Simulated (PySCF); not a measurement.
Vertical excitations of a molecule C2H9NOSi from TDA-PBE/def2-SVPD in PySCF, as energy in eV (oscillator strength): 4.88 (0.030), 5.27 (0.038), 6.01 (0.012), 6.09 (0.017), 6.23 (0.011), 6.44 (0.045), 6.89 (0.016), 6.91 (0.047), 7.17 (0.007), 7.26 (0.039). Lowest triplet (TDA): 4.62 eV. Geometry optimised at r2SCAN-D4/def2-SVP. Other conformers were not sampled.

**Question.** Pick the molecule that these values belong to.
A) CNC[SiH2]O
B) CN(C)[SiH2]O
C) CN[SiH2]OC
D) C[Si](C)(N)O

**Answer.** B, CN(C)[SiH2]O
